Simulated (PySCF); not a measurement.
Orbital energies, ionisation energy and electron affinity

C5H11Ga.
Geometry (PBE0-D3(BJ)/def2-SVP, Å), atoms numbered from 1 in this order:
```xyz
17
C5H11Ga angstrom
C      2.748    0.631    0.329
Ga     1.406   -0.376   -0.706
C     -0.342   -0.882    0.074
C     -0.968    0.138    1.056
C     -1.876    0.619   -0.092
C     -1.581   -0.696   -0.838
H      3.704    0.083    0.353
H      2.952    1.596   -0.164
H      2.431    0.831    1.363
H      1.739   -0.804   -2.193
H     -0.207   -1.903    0.477
H     -1.551   -0.356    1.851
H     -0.314    0.885    1.535
H     -2.925    0.853    0.145
H     -1.442    1.489   -0.614
H     -2.356   -1.454   -0.638
H     -1.434   -0.644   -1.929
```

Level: CAM-B3LYP/def2-SVPD (PySCF). Frontier orbitals with their largest atomic shares (Löwdin; up to four atoms above 4 %):

```json
{"orbital": "HOMO−3", "ε (eV)": "-10.12", "main atoms": "C6 24 %, C4 23 %, C5 15 %, C3 13 %"}
{"orbital": "HOMO−2", "ε (eV)": "-10.02", "main atoms": "C3 22 %, C5 22 %, C6 15 %, C4 14 %"}
{"orbital": "HOMO−1", "ε (eV)": "-9.16", "main atoms": "Ga2 29 %, C1 28 %, H10 24 %, H9 5 %"}
{"orbital": "HOMO", "ε (eV)": "-8.37", "main atoms": "?"}
{"orbital": "LUMO", "ε (eV)": "-0.16", "main atoms": "Ga2 54 %, H10 10 %, C1 10 %, C3 8 %"}
{"orbital": "LUMO+1", "ε (eV)": "0.79", "main atoms": "Ga2 59 %, C1 8 %, H7 5 %, H8 5 %"}
{"orbital": "LUMO+2", "ε (eV)": "1.62", "main atoms": "Ga2 19 %, C1 13 %, C6 13 %, H16 9 %"}
```

Task: What vertical ionisation energy does ΔSCF give, and how far is −ε(HOMO) from it?

Result: ΔSCF: 9.04 eV (872 kJ/mol; threshold wavelength 137 nm); ⟨S²⟩ of the doublet left behind is 0.756, against 0.75 for a pure doublet. −ε(HOMO) is 8.37 eV, 0.67 eV below it. In exact Kohn–Sham theory the two would be equal; CAM-B3LYP (range-separated hybrid) falls short of its own ΔSCF value by 7 %.

Task: On which atoms does the HOMO lie?

Result: C3 (four-membered-ring carbon) 32 %, Ga2 (gallium bonded to 2 C and H) 19 %, C1 (methyl carbon) 9 %, C6 (four-membered-ring carbon) 8 %, so no atom holds as much as 40 %. The HOMO−1 lies 0.79 eV lower.

Task: And the vertical electron affinity, the fundamental gap, Mulliken's electronegativity and the hardness (with the factor ½)?

Result: EA = -0.51 eV by ΔSCF (−ε(LUMO) = 0.16 eV); a negative value means that the added electron isn't bound at this geometry and level, and the number then depends on the basis. IE − EA = 9.55 eV against an orbital gap of 8.21 eV; (IE + EA)/2 = 4.26 eV; (IE − EA)/2 = 4.77 eV. Parr's electrophilicity index (IE + EA)²/[8(IE − EA)] is 0.95 eV.

Task: What total energies stand behind the ΔSCF value?

Result: E(N) = -2121.57809 Eh and E(N − 1) = -2121.24582 Eh at the same geometry, 0.33227 Eh apart. With one more electron, E(N + 1) = -2121.55931 Eh.

Task: What kinetic energy would electrons from this vertical process carry with Lyman-α light (10.199 eV)?

Result: 10.20 − 9.04 = 1.16 eV.

One conformer (not necessarily the lowest) at the PBE0-D3(BJ)/def2-SVP geometry, without solvent, vibrations or thermal averaging. The calculation is non-relativistic, for gallium too.
